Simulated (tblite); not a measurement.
Compound: C6H9FO.
Numbering: `[CH3:1][O:2]/[CH:3]=[CH:4]/[CH2:5]/[CH:6]=[CH:7]\[F:8]` (hydrogens: H9, H10, H11 on C1; H12 on C3; H13 on C4; H14, H15 on C5; H16 on C6; H17 on C7)

Computed with GFN2-xTB (tblite), gas phase: Langevin dynamics at 200 K from the optimised GFN2-xTB geometry, time step 0.5 fs, friction 0.01 fs⁻¹, 2000 steps.

Start geometry:
```
atom  x, y, z in Å
C1      2.934    0.369    0.689
O2      2.540   -0.834    0.073
C3      1.210   -1.063   -0.059
C4      0.194   -0.300    0.323
C5     -1.239   -0.686    0.093
C6     -1.868    0.233   -0.911
C7     -2.918    1.000   -0.685
F8     -3.559    1.019    0.500
H9      4.022    0.360    0.698
H10     2.561    0.429    1.716
H11     2.579    1.238    0.126
H12     1.055   -2.019   -0.541
H13     0.345    0.656    0.799
H14    -1.285   -1.711   -0.283
H15    -1.794   -0.631    1.031
H16    -1.407    0.277   -1.886
H17    -3.377    1.673   -1.393
```

The statistics below take the 31 frames saved every 25 fs from 250 to 1000 fs; their kinetic temperature (all 3N coordinates) averages 208 K.

Question: How do the bond lengths spread?

Answer: 
| bond | start (Å) | mean (Å) | standard deviation (Å) | shortest (Å) | longest (Å) |
| --- | --- | --- | --- | --- | --- |
| C1–O2 | 1.407 | 1.410 | 0.017 | 1.379 | 1.454 |
| O2–C3 | 1.356 | 1.358 | 0.023 | 1.312 | 1.403 |
| C3=C4 | 1.326 | 1.327 | 0.017 | 1.288 | 1.360 |
| C4–C5 | 1.501 | 1.504 | 0.033 | 1.441 | 1.598 |
| C5–C6 | 1.500 | 1.506 | 0.030 | 1.431 | 1.553 |
| C6=C7 | 1.320 | 1.321 | 0.016 | 1.293 | 1.357 |
| C7–F8 | 1.347 | 1.350 | 0.026 | 1.308 | 1.395 |
| C1–H9 | 1.089 | 1.088 | 0.024 | 1.048 | 1.141 |
| C1–H10 | 1.095 | 1.102 | 0.033 | 1.055 | 1.187 |
| C1–H11 | 1.095 | 1.098 | 0.018 | 1.057 | 1.154 |
| C3–H12 | 1.083 | 1.089 | 0.031 | 1.035 | 1.161 |
| C4–H13 | 1.079 | 1.080 | 0.013 | 1.061 | 1.110 |
| C5–H14 | 1.093 | 1.100 | 0.027 | 1.055 | 1.159 |
| C5–H15 | 1.092 | 1.097 | 0.034 | 1.038 | 1.180 |
| C6–H16 | 1.079 | 1.083 | 0.025 | 1.036 | 1.131 |
| C7–H17 | 1.080 | 1.080 | 0.018 | 1.046 | 1.111 |

Question: How far does each atom move about its mean position (frames aligned on the start, all atoms weighted alike), and what rms force does it feel?

Answer: 
```
atom  rms displacement (Å)  rms force (eV/Å)
  C1                  0.12              1.53
  O2                  0.21              1.20
  C3                  0.18              1.66
  C4                  0.19              1.56
  C5                  0.16              1.73
  C6                  0.14              1.66
  C7                  0.15              1.50
  F8                  0.34              0.93
  H9                  0.30              0.80
 H10                  0.30              0.93
 H11                  0.32              0.64
 H12                  0.33              1.00
 H13                  0.36              0.60
 H14                  0.26              0.88
 H15                  0.27              1.09
 H16                  0.36              0.87
 H17                  0.29              0.71
```

The displacements run from 0.12 to 0.36 Å.

Question: Follow the torsions C1–O2–C3–C4, C3–C4–C5–C6 and C4–C5–C6–C7 through every second one of these frames.

Answer: 
| t (fs) | C1–O2–C3–C4 (°) | C3–C4–C5–C6 (°) | C4–C5–C6–C7 (°) |
| --- | --- | --- | --- |
| 250 | 11 | -119 | -152 |
| 300 | -10 | -114 | -146 |
| 350 | 12 | -125 | -148 |
| 400 | -11 | -123 | -157 |
| 450 | -10 | -115 | -140 |
| 500 | -3 | -109 | -127 |
| 550 | 11 | -120 | -136 |
| 600 | -1 | -130 | -132 |
| 650 | 20 | -154 | -145 |
| 700 | -5 | -148 | -137 |
| 750 | -5 | -157 | -136 |
| 800 | -11 | -156 | -127 |
| 850 | 0 | -154 | -125 |
| 900 | 12 | -149 | -115 |
| 950 | 31 | -144 | -128 |
| 1000 | -3 | -125 | -115 |

Largest departure from the start value over all these frames: C1–O2–C3–C4 31° (start 0°), C3–C4–C5–C6 45° (start -112°), C4–C5–C6–C7 37° (start -120°).

Question: How widely does the potential energy scatter, against a harmonic estimate?

Answer: Mean 0.40 eV above the start, standard deviation 0.069 eV, range 0.25 to 0.60 eV. For 45 classical harmonic modes at 200 K the canonical values are 45kT/2 = 0.39 eV and kT·√(45/2) = 0.082 eV.

The run is classical and short, so these are rough statistics of one trajectory.

The cost below is that of the whole dynamics run. The run took 8.8 s on Arm Neoverse V2, one thread, shared host, and the process peaked at 0.18 GiB of memory.
